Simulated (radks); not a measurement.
Excited configurations of Ar III: one electron is placed in a higher orbital outside [Ne] 3s2 3p3. The ground configuration is [Ne] 3s2 3p4. Method: non-relativistic Kohn-Sham, BLYP, spin-unpolarised, spherical densities, point nucleus; computed with a radial shooting solver on a logarithmic mesh with Libxc functionals. Excitation = E - E(ground); binding = E(ion) - E, where the ion is the core of charge +3; n* = 3/sqrt(2 binding) in atomic units, and the quantum defect is n - n*.

| outer orbital | excitation (eV) | binding (eV) | n* | quantum defect | eigenvalue (eV) | <r> (bohr) |
|---|---|---|---|---|---|---|
| 3d | 20.702 | 21.739 | 2.373 | 0.627 | -16.031 | 1.940 |
| 4d | 31.991 | 10.450 | 3.423 | 0.577 | -8.480 | 4.952 |
| 5f | 37.088 | 5.353 | 4.783 | 0.217 | -4.354 | 9.606 |
| 6s | 36.245 | 6.196 | 4.446 | 1.554 | -5.308 | 10.17 |
| 6p | 36.904 | 5.537 | 4.703 | 1.297 | -4.717 | 11.10 |
| 6d | 37.953 | 4.488 | 5.224 | 0.776 | -3.788 | 13.13 |
| 7s | 38.182 | 4.259 | 5.362 | 1.638 | -3.671 | 14.87 |

The Delta-SCF ionisation energy is 42.441 eV (NIST Atomic Spectra Database: 40.74 eV, semi-empirical). Self-interaction in the functional shifts the binding energies and quantum defects, so they are the method's values and not measured ones. Spin polarisation and multiplet splitting are left out, so open shells lie too high by an amount that depends on their filling.

Beside tabulated values, note that spin-unpolarised runs miss the spin-polarisation part of the exchange energy of open shells.
